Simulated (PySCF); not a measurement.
Bi(Cl)3 cation (BiCl₃), SMILES [Cl][Bi]([Cl])[Cl] (connectivity only; charge and spin as stated), charge +1, multiplicity 2. Atoms are numbered in the order given.

```xyz
4

Bi    -0.2949     0.4969     0.0000
Cl    -1.8506    -1.3463     0.0000
Cl     1.6453    -0.5398    -1.3726
Cl     1.6453    -0.5398     1.3726
```
Charge +1, spin multiplicity 2.

The structure is a stationary point at PBE-D3(BJ)/def2-SVP. The spin state was assumed, not searched. The isomer is the one that the SMILES or the coordinates give; other isomers of the formula were not compared. The def2 effective core potentials stand for the cores of Bi; spin–orbit coupling is left out.

Computed with TDA-LC-ωPBE/def2-SVPD run with PySCF 2.14.0.

Vertical excitations. Isolated molecule, no solvent.

Computed lowest excited states:
```json
[
 {"state": "root 1", "energy (eV)": "1.36", "λ (nm)": "912", "f": "0.000", "main pairs": "β HOMO−3→LUMO 70 %, β HOMO−1→LUMO 28 %"},
 {"state": "root 2", "energy (eV)": "2.09", "λ (nm)": "593", "f": "0.001", "main pairs": "β HOMO−2→LUMO 59 %, β HOMO−6→LUMO 25 %"},
 {"state": "root 3", "energy (eV)": "2.40", "λ (nm)": "517", "f": "0.032", "main pairs": "β HOMO−4→LUMO 48 %, β HOMO→LUMO 25 %, β HOMO−6→LUMO 12 %"},
 {"state": "root 4", "energy (eV)": "2.58", "λ (nm)": "480", "f": "0.000", "main pairs": "β HOMO−5→LUMO 60 %, β HOMO−1→LUMO 26 %, β HOMO−3→LUMO 13 %"},
 {"state": "root 5", "energy (eV)": "3.27", "λ (nm)": "380", "f": "0.066", "main pairs": "β HOMO→LUMO 33 %, β HOMO−4→LUMO 29 %, β HOMO−7→LUMO 12 %, β HOMO−6→LUMO 11 %"},
 {"state": "root 6", "energy (eV)": "4.20", "λ (nm)": "295", "f": "0.000", "main pairs": "α HOMO→LUMO 28 %, α HOMO−3→LUMO 16 %, β HOMO→LUMO+1 32 %, β HOMO−2→LUMO+1 13 %"},
 {"state": "root 7", "energy (eV)": "4.62", "λ (nm)": "268", "f": "0.000", "main pairs": "α HOMO−1→LUMO 41 %, β HOMO−1→LUMO+1 46 %"},
 {"state": "root 8", "energy (eV)": "4.81", "λ (nm)": "258", "f": "0.000", "main pairs": "α HOMO→LUMO 15 %, α HOMO−3→LUMO 12 %, β HOMO−2→LUMO+1 23 %, β HOMO−6→LUMO 13 %, β HOMO→LUMO 10 %, β HOMO−2→LUMO 9 %"},
 {"state": "root 9", "energy (eV)": "4.86", "λ (nm)": "255", "f": "0.000", "main pairs": "β HOMO−1→LUMO 42 %, β HOMO−5→LUMO 35 %, β HOMO−3→LUMO 15 %"},
 {"state": "root 10", "energy (eV)": "4.92", "λ (nm)": "252", "f": "0.000", "main pairs": "α HOMO−3→LUMO 15 %, α HOMO→LUMO 6 %, β HOMO−6→LUMO 28 %, β HOMO→LUMO 18 %, β HOMO−2→LUMO 14 %, β HOMO→LUMO+1 5 %"}
]
```
Unrestricted roots are not spin-pure.
